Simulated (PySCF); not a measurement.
A structure optimised at PBE0-D3(BJ)/def2-SVP, used in a PySCF frequency run:

```
C
H 1 1.1041
O 1 1.4222 2 108.50
C 3 1.3701 1 105.51 2 131.01
C 4 1.3325 3 110.18 1 -9.15
O 5 1.3701 4 110.18 3 0.00
H 5 1.0862 4 132.10 3 -178.38
H 4 1.0862 5 132.10 7 0.00
C 1 1.5109 2 111.66 3 -122.39
H 9 1.0992 1 110.03 2 -60.13
H 9 1.0992 10 109.11 1 -120.82
H 9 1.1000 10 108.98 11 -118.89
```
Charge 0, spin multiplicity 1.

**Question.** Write its SMILES, formula and point group.

**Answer.** CC1OC=CO1, C4H6O2, Cs

**Question.** What are its rotational constants (standard atomic weights)?

**Answer.** 6.7964, 4.0062, 3.0228 GHz
